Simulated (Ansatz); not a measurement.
C2H7ClGeS, SMILES `C[S][GeH]([CH3])[Cl]`. Total charge 0; spin multiplicity 1. Correlated methods include outer-core shells of Ge, which these sets cover unevenly. Scalar relativity is left out up to krypton.

Cartesian coordinates in Å:
```
C 1.914 -0.016 0.993
S 0.958 -1.472 0.481
Ge -0.999 -0.479 0.217
C -1.108 0.581 -1.405
Cl -2.437 -2.077 0.052
H 2.911 -0.376 1.244
H 2.002 0.716 0.190
H 1.483 0.453 1.879
H -1.340 0.329 1.485
H -0.906 -0.057 -2.264
H -2.106 1.013 -1.499
H -0.372 1.386 -1.374
```

Question: Give the diagnostics of a CCSD(T)/def2-TZVPP run (frozen core, Ansatz). (Estimate.)

Answer: The calculation gave: T1 = 0.0099, largest single amplitude 0.015, largest double 0.020, (T) share of the correlation energy 4.0 %, 8 CCSD cycles. The RHF solution is stable towards an unrestricted one. T1 lies under the customary mark of 0.02 for closed shells.
